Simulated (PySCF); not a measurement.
Job file and geometry (Å, from GFN2-xTB) of an NMR shielding run on `CC[SiH2]SC(C)(C)C=O`, C₆H₁₄OSSi, PySCF, GIAO PBE0/pcSseg-1 NMR shielding, non-relativistic, gas phase; density fitting, a coarse starting grid and PySCF grid level 2 are the driver's defaults:

```
$ OMP_NUM_THREADS=1 python probes_run.py task.json out

{"job": {"kind": "nmr", "xc": "PBE0", "basis": "pcSseg-1"}, "charge": 0, "multiplicity": 1}
C      4.025748    -0.037105     0.208822
C      2.739438    -0.812101    -0.038938
Si     1.210654     0.283936     0.191318
S     -0.432127    -1.106792    -0.050953
C     -1.962080    -0.047330    -0.153696
C     -1.905732     0.918563    -1.321490
C     -3.156769    -0.983486    -0.229830
C     -1.810325     0.602350     1.184044
O     -1.223917     1.635612     1.387685
H      4.897155    -0.676256     0.079551
H      4.043052     0.362005     1.219711
H      4.110288     0.797802    -0.482211
H      2.696632    -1.665154     0.640334
H      2.756663    -1.224665    -1.048859
H      1.129768     1.289057    -0.865042
H      1.149368     0.856728     1.528282
H     -1.613302     0.400428    -2.231539
H     -1.196762     1.716189    -1.115408
H     -2.888913     1.362294    -1.470363
H     -3.139932    -1.530806    -1.168676
H     -3.132979    -1.703348     0.584897
H     -4.080488    -0.410489    -0.169794
H     -2.220194    -0.000447     2.015156
```

Problem. Write the output of this run.

Solution. 
```
coarse grid: 19536 points
cycle   1  E = -999.0821006294  dE =  9.129e-01  |g| = 8.383e-01  |ddm| = 4.193e+00
cycle   2  E = -998.6824855197  dE =  3.996e-01  |g| = 1.658e+00  |ddm| = 2.431e+00
cycle   3  E = -999.2199570607  dE = -5.375e-01  |g| = 2.171e-01  |ddm| = 1.923e+00
cycle   4  E = -999.2306194287  dE = -1.066e-02  |g| = 6.230e-02  |ddm| = 2.766e-01
cycle   5  E = -999.2315043172  dE = -8.849e-04  |g| = 1.396e-02  |ddm| = 7.849e-02
cycle   6  E = -999.2315494138  dE = -4.510e-05  |g| = 4.183e-03  |ddm| = 1.795e-02
cycle   7  E = -999.2315531564  dE = -3.743e-06  |g| = 8.560e-04  |ddm| = 4.964e-03
final grid: 177336 points
cycle   8  E = -999.2985167158  dE = -4.401e-05  |g| = 1.339e-02  |ddm| = 4.226e-02
cycle   9  E = -999.2984481690  dE =  6.855e-05  |g| = 2.290e-02  |ddm| = 2.991e-02
cycle  10  E = -999.2985531843  dE = -1.050e-04  |g| = 3.473e-03  |ddm| = 2.038e-02
cycle  11  E = -999.2985556837  dE = -2.499e-06  |g| = 3.427e-04  |ddm| = 3.266e-03
cycle  12  E = -999.2985557094  dE = -2.572e-08  |g| = 1.645e-04  |ddm| = 6.701e-04
cycle  13  E = -999.2985557161  dE = -6.617e-09  |g| = 4.452e-05  |ddm| = 2.320e-04
cycle  14  E = -999.2985557165  dE = -4.411e-10  |g| = 1.143e-05  |ddm| = 5.622e-05
converged SCF energy = -999.2985557165

GIAO shielding tensors (ppm)
atom      isotropic    diamagn.    paramagn.     s11        s22        s33       span
  0 C      176.530     243.766     -67.236    169.244    170.929    189.416     20.173
  1 C      181.215     255.750     -74.535    175.407    178.983    189.255     13.848
  2 Si     373.836     883.177    -509.341    335.284    372.838    413.387     78.103
  3 S      572.375    1063.364    -490.989    360.056    540.460    816.610    456.554
  4 C      132.003     257.922    -125.920    116.802    130.414    148.792     31.990
  5 C      164.071     247.777     -83.706    143.734    162.452    186.026     42.292
  6 C      160.379     246.802     -86.423    139.508    154.539    187.090     47.582
  7 C       -4.141     251.485    -255.627    -95.706     -0.285     83.566    179.272
  8 O     -230.735     403.687    -634.422   -727.932   -331.228    366.953   1094.886
  9 H       30.208      25.427       4.781     24.787     27.497     38.340     13.554
 10 H       30.753      28.026       2.727     25.854     29.307     37.098     11.244
 11 H       30.796      28.099       2.697     25.967     29.284     37.138     11.170
 12 H       30.929      33.296      -2.367     25.025     31.325     36.437     11.411
 13 H       30.785      33.410      -2.625     24.875     30.981     36.499     11.624
 14 H       27.165      32.595      -5.430     22.544     27.719     31.232      8.687
 15 H       27.671      32.324      -4.653     23.528     27.900     31.585      8.057
 16 H       30.318      31.893      -1.575     26.182     29.204     35.568      9.387
 17 H       29.104      31.525      -2.421     24.247     28.991     34.074      9.827
 18 H       30.716      30.945      -0.230     25.578     27.886     38.683     13.105
 19 H       29.942      30.471      -0.529     26.123     28.124     35.579      9.456
 20 H       30.270      31.249      -0.979     25.247     28.904     36.660     11.412
 21 H       30.287      29.752       0.535     25.588     27.066     38.206     12.618
 22 H       22.743      31.740      -8.997     19.680     22.293     26.256      6.576
```

Problem. Turn these shieldings into chemical shifts. Referencing at the same level of theory: 13C (186.93 ppm), 29Si (349.16 ppm), 1H (31.72 ppm) against TMS; 33S (503.73 ppm) vs CS2; H2O for 17O (336.08 ppm).

Solution. Averaging equivalent atoms: C 7: 191.1; C 4: 54.9; C 5/6: 24.7; C 0: 10.4; C 1: 5.7; Si 2: -24.7; S 3: -69; O 8: 566.8; H 22: 8.97; H 14/15: 4.30; H 16/17/18/19/20/21: 1.61; H 9/10/11: 1.13; H 12/13: 0.86 ppm. Unscaled 17O shifts of doubly bonded oxygen tend to come out too high, by tens of ppm or more. Experimental scales use liquid or dissolved standards, which lie at an offset from isolated H2O (liquid H2O: subtract about 36 ppm).

Size and cost of the density-fitted run: 237 basis functions, 120 s wall time on 1 thread of an Arm Neoverse N1, shared host; peak memory 1.1 GiB.
